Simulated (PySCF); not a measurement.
H3Cl3HfOSi, charge -1, doublet, geometry from GFN2-xTB (such geometries of metal compounds can be far from the true shape) (the multiplicity is a formal guess) (core potentials on Hf) (in this run its highest filled SCF level lies above zero, so its values depend strongly on the basis, on diffuse functions most of all); DF-MN15/def2-SVP (PySCF).

Input for PySCF:
```python
from pyscf import gto, scf, dft

mol = gto.M(
    atom='''
Hf    0.129132    0.101364    0.142522
Cl    1.267948    1.215831    1.788663
Cl   -0.482923   -1.721246    1.390278
Cl   -1.059501    1.890892   -0.656323
O     0.636359   -0.747569   -1.498696
Si   -0.508435   -1.423640   -2.369409
H    -1.859721   -1.296839   -1.764920
H    -0.207272   -2.855039   -2.524354
H    -0.537228   -0.787936   -3.695554
''',
    basis='def2-svp',
    ecp={'Hf': 'def2-svp'},
    charge=-1,
    spin=1,
    verbose=4,
)

mf = dft.UKS(mol)
mf.xc = 'mn15'
mf.grids.radi_method = dft.radi.gauss_chebyshev
mf = mf.density_fit(auxbasis='def2-universal-jkfit')
mf.kernel()
```

What the program printed (banner, timings and long lists left out):

```
PySCF version 2.14.0

[INPUT] verbose = 4
[INPUT] num. atoms = 9
[INPUT] num. electrons = 89
[INPUT] charge = -1
[INPUT] spin (= nelec alpha-beta = 2S) = 1
[INPUT] symmetry False subgroup None
[INPUT] Mole.unit = angstrom
[INPUT] Symbol           X                Y                Z      unit          X                Y                Z       unit  Magmom
[INPUT]  1 Hf     0.129132000000   0.101364000000   0.142522000000 AA    0.244024113917   0.191550198890   0.269327546725 Bohr   0.0
[INPUT]  2 Cl     1.267948000000   1.215831000000   1.788663000000 AA    2.396074460190   2.297587603756   3.380083199143 Bohr   0.0
[INPUT]  3 Cl    -0.482923000000  -1.721246000000   1.390278000000 AA   -0.912592209253  -3.252683533003   2.627244657008 Bohr   0.0
[INPUT]  4 Cl    -1.059501000000   1.890892000000  -0.656323000000 AA   -2.002166718703   3.573268011131  -1.240270719253 Bohr   0.0
[INPUT]  5 O      0.636359000000  -0.747569000000  -1.498696000000 AA    1.202544226902  -1.412700669215  -2.832124983981 Bohr   0.0
[INPUT]  6 Si    -0.508435000000  -1.423640000000  -2.369409000000 AA   -0.960802902143  -2.690289699976  -4.477534087080 Bohr   0.0
[INPUT]  7 H     -1.859721000000  -1.296839000000  -1.764920000000 AA   -3.514363358102  -2.450670537655  -3.335215431767 Bohr   0.0
[INPUT]  8 H     -0.207272000000  -2.855039000000  -2.524354000000 AA   -0.391687313291  -5.395241784952  -4.770337701450 Bohr   0.0
[INPUT]  9 H     -0.537228000000  -0.787936000000  -3.695554000000 AA   -1.015213786448  -1.488983243685  -6.983584938541 Bohr   0.0

nuclear repulsion = 557.426862131875
number of shells = 59
number of NR pGTOs = 246
number of NR cGTOs = 133
basis = def2-svp
ecp = {'Hf': 'def2-svp'}

******** <class 'pyscf.df.df_jk.DFUKS'> ********
method = DFUKS
initial guess = minao
damping factor = 0
level_shift factor = 0
DIIS = <class 'pyscf.scf.diis.CDIIS'>
diis_start_cycle = 1
diis_space = 8
diis_damp = 0
SCF conv_tol = 1e-09
SCF conv_tol_grad = None
SCF max_cycles = 50
direct_scf = False
number electrons alpha = 45  beta = 44
XC library pyscf.dft.libxc version 7.1.2
    S. Lehtola, C. Steigemann, M. J. T. Oliveira, and M. A. L. Marques,  SoftwareX 7, 1–5 (2018)
XC functionals = mn15
    H. S. Yu, X. He, S. L. Li, and D. G. Truhlar,  Chem. Sci. 7, 5032–5051 (2016)
    H. S. Yu, X. He, S. L. Li, and D. G. Truhlar,  Chem. Sci. 7, 5032–5051 (2016)
radial grids: Gauss-Chebyshev [JCP 108, 3226 (1998); DOI:10.1063/1.475719) radial grids
becke partition: Becke, JCP 88, 2547 (1988); DOI:10.1063/1.454033
pruning grids: <function nwchem_prune>
grids dens level: 3
symmetrized grids: False
atomic radii adjust function: <function treutler_atomic_radii_adjust>
small_rho_cutoff = 0
Set gradient conv threshold to 3.16228e-05
tot grids = 138600
******** <class 'pyscf.df.df.DF'> ********
auxbasis = def2-universal-jkfit
init E= -1781.82153528993

cycle= 1 E= -1793.89207281717  delta_E= -12.1  |g|= 0.847  |ddm|= 5.47
cycle= 2 E= -1793.28353363114  delta_E= 0.609  |g|= 1.41  |ddm|= 5.01
cycle= 3 E= -1794.24264030952  delta_E= -0.959  |g|= 0.185  |ddm|= 4.37
cycle= 4 E= -1794.25218651375  delta_E= -0.00955  |g|= 0.111  |ddm|= 0.337
cycle= 5 E= -1794.25775767551  delta_E= -0.00557  |g|= 0.0281  |ddm|= 0.15
cycle= 6 E= -1794.25821459877  delta_E= -0.000457  |g|= 0.00495  |ddm|= 0.0603
cycle= 7 E= -1794.25824783067  delta_E= -3.32e-05  |g|= 0.00176  |ddm|= 0.0258
cycle= 8 E= -1794.25825837993  delta_E= -1.05e-05  |g|= 0.000908  |ddm|= 0.0159
cycle= 9 E= -1794.25826210418  delta_E= -3.72e-06  |g|= 0.000397  |ddm|= 0.00885
cycle= 10 E= -1794.25826329236  delta_E= -1.19e-06  |g|= 0.000225  |ddm|= 0.00527
cycle= 11 E= -1794.25826353398  delta_E= -2.42e-07  |g|= 8.82e-05  |ddm|= 0.00233
cycle= 12 E= -1794.2582635772  delta_E= -4.32e-08  |g|= 3.3e-05  |ddm|= 0.00117
cycle= 13 E= -1794.25826357992  delta_E= -2.72e-09  |g|= 2.58e-05  |ddm|= 0.000265
cycle= 14 E= -1794.25826358074  delta_E= -8.25e-10  |g|= 8.8e-06  |ddm|= 0.00014
Extra cycle  E= -1794.25826358077  delta_E= -2.86e-11  |g|= 1.22e-05  |ddm|= 3.52e-05
converged SCF energy = -1794.25826358077  <S^2> = 0.7518784  2S+1 = 2.0018775
```
